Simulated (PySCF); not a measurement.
## Correlation energy of Pd+ (palladium, charge +1)

[Kr] 4d9, 2D determinant. Computed with PySCF 2.14 in def2-TZVPPD with the def2 core potential (28 electrons), with a scalar-relativistic core potential. Frozen: nothing; 17 electrons correlated.

```tsv
level	correlation energy (mhartree)
CCSD	-540.64
(T)	-13.81
CCSD(T)	-554.45
```

Diagnostics: T1 = 0.0060, D1 = 0.0143, largest double amplitude 0.024.

Task: Is a single reference adequate?

Result: Yes, within this model without spin-orbit coupling: T1 lies below 0.03 and no double amplitude reaches 0.07.

The basis has no tight functions for the innermost shells, so their pair energies are far from complete.

This basis was not built for core-valence correlation, so the inner-shell part is incomplete.
